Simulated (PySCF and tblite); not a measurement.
Values are calculated unless marked as measured or tabulated.
tetrahydropyran-4-one, C5H8O2, numbered as in [O:1]=[C:2]1[CH2:3][CH2:4][O:5][CH2:6][CH2:7]1.

Level: PBE0-D3(BJ)/pcSseg-1 (IEF-PCM, chloroform)//GFN2-xTB, thermal terms from GFN2-xTB, symmetry numbers and mirror pairs counted. Conformers within 3 kcal/mol (GFN2-xTB free energy) were kept, 5 at most. Run with PySCF (density fitting) and tblite.

Rotational constants are equilibrium values for the commonest isotopes; dipoles come from the energy level named and are polarised by its solvent model.

The 6-ring runs over atoms 2–3–4–5–6–7. Of a mirror pair one member is shown.

| conformer | shape | symmetry | weight % |
| --- | --- | --- | --- |
| 1 | 6-ring chair | Cs | 99.7 |
| 2 | 6-ring twist-boat (ring torsions 60, -29, -30, 60, -27, -27°) | C2 (pair) | 0.3 |

Sets of constants, in random order:

```csv
set,A (MHz),B (MHz),C (MHz),abs μa (D),abs μb (D),abs μc (D)
P,4562,2581,1853,2.04,0.00,0.70
Q,4896,2431,1788,1.73,0.00,0.01
```

(1) Match each set to its conformer.

Answers

(1) P is conformer 1, Q is conformer 2.


Conformer gaps in pcSseg-1 on xTB geometries can be 2 kcal/mol off for S=O, P=O and other polar bonds.